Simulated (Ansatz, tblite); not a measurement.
Cost and result up the ladder for ZnTe₂ (the lowest singlet isomer of a short search) (3 atoms). Total charge 0; singlet. Geometry: B3LYP-D4/def2-TZVP.

```
atom    x (Å)    y (Å)    z (Å)
 Zn1  -1.0641   0.4794  -0.6273
 Te2   0.2667   0.6936   1.4768
 Te3   0.7973  -1.1730  -0.8494
```

Ansatz on 4 threads of Arm Neoverse V1 on a shared host; xTB runs through tblite on one thread. Times are rough, summed over both states, and most runs start from the orbitals of an earlier one. B2PLYP/def2-TZVP serves as the yardstick here, not as an exact answer. The other state is a triplet at its own geometry.

In the def2 sets Te takes a core potential; there is no spin–orbit coupling. The xTB rows come from tblite. LC-ωPBE has ω = 0.4 bohr⁻¹. B3LYP takes the VWN-RPA correlation. Correlated methods freeze 17 core orbitals; core or outer-core shells of Te are correlated, in sets that lack core-valence functions. The structure comes from a short search, and lower isomers may exist.

Run but left out: HF/STO-3G (singlet: restricted singlet, unstable in another Hartree–Fock run and untested here); HF/def2-TZVP (singlet: restricted singlet, unstable towards broken spin symmetry).

Correlated methods converge slowly with the basis.

xTB has no spin-polarisation term.

| level | functions | wall time | triplet − singlet (eV) | difference from B2PLYP/def2-TZVP (eV) | remarks |
| --- | --- | --- | --- | --- | --- |
| GFN1-xTB | 22 | 0.004 s | 0.74 | 0.73 | – |
| GFN2-xTB | 22 | 0.006 s | 1.08 | 1.06 | – |
| revPBE-D4/def2-TZVP | 148 | 4.5 s | -0.07 | -0.08 | – |
| PBE-D4/def2-TZVP | 148 | 4.8 s | -0.03 | -0.04 | – |
| BLYP-D4/def2-TZVP | 148 | 4.9 s | -0.03 | -0.04 | – |
| MP2/def2-TZVP | 148 | 8.2 s | 0.07 | 0.06 | restricted SCF unstable (singlet) |
| PBE0-D4/def2-TZVP | 148 | 8.5 s | -0.07 | -0.08 | – |
| B3LYP-D4/def2-TZVP (with forces) | 148 | 9.2 s | -0.04 | -0.06 | – |
| RPA@PBE/def2-TZVP | 148 | 11 s | 0.02 | 0.01 | – |
| LC-ωPBE/def2-TZVP | 148 | 11 s | -0.09 | -0.10 | – |
| r2SCAN-D4/def2-TZVP | 148 | 12 s | -0.13 | -0.14 | – |
| B2PLYP/def2-TZVP | 148 | 12 s | 0.01 | 0.00 | – |
